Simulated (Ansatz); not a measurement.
These are PBE-D3(BJ)/def2-SVP (Ansatz, an electronic-structure program) values and carry that method's errors. No frequencies were computed at this level.

Ansatz 0.2 input:
```yaml
crystal:
  periodic: [false, false, false]
  atoms:
    - { symbol: Si, position_ang: [-1.914098, -1.983224, -0.08145] }
    - { symbol: C, position_ang: [-0.938072, -0.360561, -0.056753] }
    - { symbol: C, position_ang: [-1.665647, 0.812142, -0.142995] }
    - { symbol: S, position_ang: [-3.425735, 0.718018, -0.284894] }
    - { symbol: C, position_ang: [-1.05856, 2.080507, -0.12428] }
    - { symbol: C, position_ang: [0.295661, 2.190521, -0.021098] }
    - { symbol: C, position_ang: [1.094383, 1.031768, 0.062066] }
    - { symbol: N, position_ang: [2.427532, 1.198217, 0.154568] }
    - { symbol: C, position_ang: [3.188246, 0.144029, 0.227821] }
    - { symbol: C, position_ang: [2.691126, -1.170149, 0.214565] }
    - { symbol: C, position_ang: [1.339592, -1.362239, 0.122449] }
    - { symbol: C, position_ang: [0.472292, -0.250917, 0.042909] }
    - { symbol: H, position_ang: [-2.876385, -1.933643, 1.019763] }
    - { symbol: H, position_ang: [-1.073055, -3.164554, 0.095415] }
    - { symbol: H, position_ang: [-2.589174, -2.068039, -1.377091] }
    - { symbol: H, position_ang: [-3.634615, 2.035911, -0.339469] }
    - { symbol: H, position_ang: [-1.674312, 2.967071, -0.191696] }
    - { symbol: H, position_ang: [0.786368, 3.150537, -0.002981] }
    - { symbol: H, position_ang: [4.252297, 0.330478, 0.30052] }
    - { symbol: H, position_ang: [3.371269, -2.006, 0.275364] }
    - { symbol: H, position_ang: [0.930884, -2.359874, 0.107268] }
basis:
  gaussian: { orbitals: def2-svp }
hamiltonian:
  xc: pbe
  dispersion: d3bj
relax:
  max_steps: 150
```

Output:

```
Functional definition: PBE
2517 factors; their error is unknown
mean field evaluation 1: about -29625.3261 eV, gradient 8.4e1 eV
mean field evaluation 2: about -29501.8734 eV, gradient 2.0e2 eV
mean field evaluation 4: about -29643.4171 eV, gradient 3.2e1 eV
mean field evaluation 8: about -29646.1294 eV, gradient 9.2e-1 eV
mean field evaluation 16: about -29645.9501 eV, gradient 1.9e-2 eV
mean field -29645.95012495 eV, -1089.4685723452 hartree, gradient 3.8e-5 eV, S^2 0.000000; 0 other end points of the search recorded, 0 dependent functions left out
reference -29645.95016915 eV, -1089.4685739694 hartree; 50, 50 occupied and 171, 171 virtual orbitals, 2517 factors
relax step   1: F+E_penalty+E_count = -29646.75656013 eV  Δ(F+E_penalty+E_count) = +0.000e0 eV  max|allowed force component| = 1.156e0 eV/Å  Δτ_max = 0.0000 Å  (37 SCF iters, accepted)
these checks for a lower state are left out or cut short: starts, cluster_reference, orbital_swaps, neighbouring_geometries, increment
2517 factors; their error is unknown
mean field evaluation 32: about -29646.1596 eV, gradient 1.6e-5 eV
mean field -29646.15958746 eV, -1089.4762699503 hartree, gradient 1.6e-5 eV, S^2 0.000000; 0 other end points of the search recorded, 0 dependent functions left out
reference -29646.15963222 eV, -1089.4762715953 hartree; 50, 50 occupied and 171, 171 virtual orbitals, 2517 factors
relax step   2: F+E_penalty+E_count = -29646.95910147 eV  Δ(F+E_penalty+E_count) = -2.025e-1 eV  max|allowed force component| = 3.877e-1 eV/Å  Δτ_max = 0.0707 Å  (34 SCF iters, accepted)
these checks for a lower state are left out or cut short: starts, cluster_reference, orbital_swaps, neighbouring_geometries, increment
2517 factors; their error is unknown
mean field -29646.18038230 eV, -1089.4770341468 hartree, gradient 1.6e-5 eV, S^2 0.000000; 0 other end points of the search recorded, 0 dependent functions left out
reference -29646.18042724 eV, -1089.4770357982 hartree; 50, 50 occupied and 171, 171 virtual orbitals, 2517 factors
relax step   3: F+E_penalty+E_count = -29646.97737722 eV  Δ(F+E_penalty+E_count) = -1.828e-2 eV  max|allowed force component| = 5.573e-2 eV/Å  Δτ_max = 0.0306 Å  (35 SCF iters, accepted)
these checks for a lower state are left out or cut short: starts, cluster_reference, orbital_swaps, neighbouring_geometries, increment
2517 factors; their error is unknown
mean field -29646.18080595 eV, -1089.4770497156 hartree, gradient 1.6e-5 eV, S^2 0.000000; 0 other end points of the search recorded, 0 dependent functions left out
reference -29646.18085090 eV, -1089.4770513676 hartree; 50, 50 occupied and 171, 171 virtual orbitals, 2517 factors
relax step   4: F+E_penalty+E_count = -29646.97767805 eV  Δ(F+E_penalty+E_count) = -3.008e-4 eV  max|allowed force component| = 1.970e-2 eV/Å  Δτ_max = 0.0083 Å  (35 SCF iters, accepted)
these checks for a lower state are left out or cut short: starts, cluster_reference, orbital_swaps, neighbouring_geometries, increment
2517 factors; their error is unknown
mean field -29646.18091312 eV, -1089.4770536538 hartree, gradient 1.6e-5 eV, S^2 0.000000; 0 other end points of the search recorded, 0 dependent functions left out
reference -29646.18095806 eV, -1089.4770553055 hartree; 50, 50 occupied and 171, 171 virtual orbitals, 2517 factors
relax step   5: F+E_penalty+E_count = -29646.97782532 eV  Δ(F+E_penalty+E_count) = -1.473e-4 eV  max|allowed force component| = 1.049e-2 eV/Å  Δτ_max = 0.0084 Å  (35 SCF iters, accepted)
these checks for a lower state are left out or cut short: starts, cluster_reference, orbital_swaps, neighbouring_geometries, increment
2517 factors; their error is unknown
mean field -29646.18110340 eV, -1089.4770606468 hartree, gradient 1.6e-5 eV, S^2 0.000000; 0 other end points of the search recorded, 0 dependent functions left out
reference -29646.18114830 eV, -1089.4770622967 hartree; 50, 50 occupied and 171, 171 virtual orbitals, 2517 factors
relax step   6: F+E_penalty+E_count = -29646.97814442 eV  Δ(F+E_penalty+E_count) = -3.191e-4 eV  max|allowed force component| = 6.113e-2 eV/Å  Δτ_max = 0.0308 Å  (34 SCF iters, accepted)
these checks for a lower state are left out or cut short: starts, cluster_reference, orbital_swaps, neighbouring_geometries, increment
2517 factors; their error is unknown
mean field evaluation 64: about -29646.1814 eV, gradient 4.2e-4 eV
mean field -29646.18137298 eV, -1089.4770705534 hartree, gradient 1.6e-5 eV, S^2 0.000000; 0 other end points of the search recorded, 0 dependent functions left out
reference -29646.18141784 eV, -1089.4770722020 hartree; 50, 50 occupied and 171, 171 virtual orbitals, 2517 factors
relax step   7: F+E_penalty+E_count = -29646.97846393 eV  Δ(F+E_penalty+E_count) = -3.195e-4 eV  max|allowed force component| = 1.537e-1 eV/Å  Δτ_max = 0.0461 Å  (34 SCF iters, accepted)
these checks for a lower state are left out or cut short: starts, cluster_reference, orbital_swaps, neighbouring_geometries, increment
2517 factors; their error is unknown
mean field -29646.18400746 eV, -1089.4771673688 hartree, gradient 1.9e-5 eV, S^2 0.000000; 0 other end points of the search recorded, 0 dependent functions left out
reference -29646.18405232 eV, -1089.4771690175 hartree; 50, 50 occupied and 171, 171 virtual orbitals, 2517 factors
relax step   8: F+E_penalty+E_count = -29646.98101290 eV  Δ(F+E_penalty+E_count) = -2.549e-3 eV  max|allowed force component| = 2.661e-2 eV/Å  Δτ_max = 0.0775 Å  (33 SCF iters, accepted)
these checks for a lower state are left out or cut short: starts, cluster_reference, orbital_swaps, neighbouring_geometries, increment
2517 factors; their error is unknown
mean field -29646.18474764 eV, -1089.4771945700 hartree, gradient 1.6e-5 eV, S^2 0.000000; 0 other end points of the search recorded, 0 dependent functions left out
reference -29646.18479250 eV, -1089.4771962185 hartree; 50, 50 occupied and 171, 171 virtual orbitals, 2517 factors
relax step   9: F+E_penalty+E_count = -29646.98161346 eV  Δ(F+E_penalty+E_count) = -6.006e-4 eV  max|allowed force component| = 3.120e-2 eV/Å  Δτ_max = 0.0344 Å  (34 SCF iters, accepted)
these checks for a lower state are left out or cut short: starts, cluster_reference, orbital_swaps, neighbouring_geometries, increment
2517 factors; their error is unknown
mean field -29646.15287440 eV, -1089.4760232500 hartree, gradient 2.5e-5 eV, S^2 0.000000; 0 other end points of the search recorded, 0 dependent functions left out
reference -29646.15291919 eV, -1089.4760248961 hartree; 50, 50 occupied and 171, 171 virtual orbitals, 2517 factors
relax step  10: F+E_penalty+E_count = -29646.94921775 eV  Δ(F+E_penalty+E_count) = +3.240e-2 eV  max|allowed force component| = 8.728e-1 eV/Å  Δτ_max = 0.1964 Å  (33 SCF iters, rejected (line search))
these checks for a lower state are left out or cut short: starts, cluster_reference, orbital_swaps, neighbouring_geometries, increment
2517 factors; their error is unknown
mean field -29646.18532679 eV, -1089.4772158533 hartree, gradient 1.8e-5 eV, S^2 0.000000; 0 other end points of the search recorded, 0 dependent functions left out
reference -29646.18537161 eV, -1089.4772175005 hartree; 50, 50 occupied and 171, 171 virtual orbitals, 2517 factors
relax step  11: F+E_penalty+E_count = -29646.98209711 eV  Δ(F+E_penalty+E_count) = -4.836e-4 eV  max|allowed force component| = 8.551e-2 eV/Å  Δτ_max = 0.0524 Å  (34 SCF iters, accepted)
these checks for a lower state are left out or cut short: starts, cluster_reference, orbital_swaps, neighbouring_geometries, increment
2517 factors; their error is unknown
mean field evaluation 96: about -29646.3688 eV, gradient 8.2e-1 eV
mean field -29646.18550764 eV, -1089.4772224995 hartree, gradient 1.6e-5 eV, S^2 0.000000; 0 other end points of the search recorded, 0 dependent functions left out
reference -29646.18555244 eV, -1089.4772241460 hartree; 50, 50 occupied and 171, 171 virtual orbitals, 2517 factors
relax step  12: F+E_penalty+E_count = -29646.98231251 eV  Δ(F+E_penalty+E_count) = -2.154e-4 eV  max|allowed force component| = 5.886e-2 eV/Å  Δτ_max = 0.0174 Å  (35 SCF iters, accepted)
these checks for a lower state are left out or cut short: starts, cluster_reference, orbital_swaps, neighbouring_geometries, increment
2517 factors; their error is unknown
mean field -29646.18562015 eV, -1089.4772266341 hartree, gradient 1.6e-5 eV, S^2 0.000000; 0 other end points of the search recorded, 0 dependent functions left out
reference -29646.18566494 eV, -1089.4772282803 hartree; 50, 50 occupied and 171, 171 virtual orbitals, 2517 factors
relax step  13: F+E_penalty+E_count = -29646.98244612 eV  Δ(F+E_penalty+E_count) = -1.336e-4 eV  max|allowed force component| = 2.308e-2 eV/Å  Δτ_max = 0.0192 Å  (34 SCF iters, accepted)
these checks for a lower state are left out or cut short: starts, cluster_reference, orbital_swaps, neighbouring_geometries, increment
2517 factors; their error is unknown
mean field -29646.18570374 eV, -1089.4772297060 hartree, gradient 1.6e-5 eV, S^2 0.000000; 0 other end points of the search recorded, 0 dependent functions left out
reference -29646.18574854 eV, -1089.4772313523 hartree; 50, 50 occupied and 171, 171 virtual orbitals, 2517 factors
relax step  14: F+E_penalty+E_count = -29646.98249288 eV  Δ(F+E_penalty+E_count) = -4.676e-5 eV  max|allowed force component| = 1.082e-2 eV/Å  Δτ_max = 0.0049 Å  (36 SCF iters, accepted)
these checks for a lower state are left out or cut short: starts, cluster_reference, orbital_swaps, neighbouring_geometries, increment
2517 factors; their error is unknown
mean field -29646.18570372 eV, -1089.4772297054 hartree, gradient 1.6e-5 eV, S^2 0.000000; 0 other end points of the search recorded, 0 dependent functions left out
reference -29646.18574852 eV, -1089.4772313516 hartree; 50, 50 occupied and 171, 171 virtual orbitals, 2517 factors
relax step  15: F+E_penalty+E_count = -29646.98249886 eV  Δ(F+E_penalty+E_count) = -5.981e-6 eV  max|allowed force component| = 2.406e-3 eV/Å  Δτ_max = 0.0027 Å  (36 SCF iters, accepted)
2517 factors; their error is unknown
mean field evaluation 128: about -29646.1857 eV, gradient 3.1e-3 eV
mean field -29646.18570372 eV, -1089.4772297054 hartree, gradient 1.6e-5 eV, S^2 0.000000; 1 other end points of the search recorded, 0 dependent functions left out
reference -29646.18574852 eV, -1089.4772313516 hartree; 50, 50 occupied and 171, 171 virtual orbitals, 2517 factors
Total energy: -29646.98254365 eV, -1089.5065130327 hartree
Atom 0 at    -1.913012    -1.988476    -0.093259 Å, force     0.001888    -0.000172    -0.002406 eV/Å
Atom 1 at    -0.968714    -0.341603    -0.007571 Å, force     0.000894    -0.000172    -0.000183 eV/Å
Atom 2 at    -1.711017     0.851702    -0.066366 Å, force     0.000545     0.000279     0.000280 eV/Å
Atom 3 at    -3.492486     0.763045    -0.099174 Å, force    -0.001704    -0.000331    -0.000420 eV/Å
Atom 4 at    -1.071066     2.128035    -0.061366 Å, force    -0.001248     0.000558     0.000009 eV/Å
Atom 5 at     0.304512     2.221271    -0.006807 Å, force     0.001265     0.000318     0.000135 eV/Å
Atom 6 at     1.112635     1.049719     0.065458 Å, force    -0.000448    -0.000282     0.000582 eV/Å
Atom 7 at     2.465676     1.216943     0.124607 Å, force     0.000634     0.000076    -0.000369 eV/Å
Atom 8 at     3.226779     0.135605     0.187075 Å, force    -0.001221    -0.000551     0.000548 eV/Å
Atom 9 at     2.710289    -1.188003     0.195076 Å, force    -0.000550     0.000024    -0.000289 eV/Å
Atom 10 at     1.338501    -1.373424     0.137592 Å, force     0.000154    -0.000459     0.000249 eV/Å
Atom 11 at     0.467196    -0.245112     0.070311 Å, force     0.000183    -0.000325    -0.000573 eV/Å
Atom 12 at    -3.012168    -2.003766     0.934072 Å, force    -0.001528    -0.000339     0.001059 eV/Å
Atom 13 at    -1.015992    -3.160970     0.181935 Å, force    -0.000695     0.000369     0.000723 eV/Å
Atom 14 at    -2.521997    -2.163074    -1.456953 Å, force     0.000429     0.001412     0.001335 eV/Å
Atom 15 at    -3.685877     2.001435    -0.631964 Å, force     0.000240    -0.000679    -0.000024 eV/Å
Atom 16 at    -1.684687     3.041300    -0.094533 Å, force     0.000694    -0.000492    -0.000004 eV/Å
Atom 17 at     0.820879     3.192040    -0.007771 Å, force    -0.000385    -0.000230    -0.000194 eV/Å
Atom 18 at     4.319153     0.299202     0.235386 Å, force     0.000776     0.000660    -0.000107 eV/Å
Atom 19 at     3.394852    -2.047732     0.248490 Å, force     0.000194     0.000058    -0.000347 eV/Å
Atom 20 at     0.916543    -2.388137     0.145766 Å, force    -0.000117     0.000278    -0.000007 eV/Å
Dipole moment:    -0.088860    -0.012205    -0.074739 e Å
```

Cost: around 2.8 core-minutes (rough).
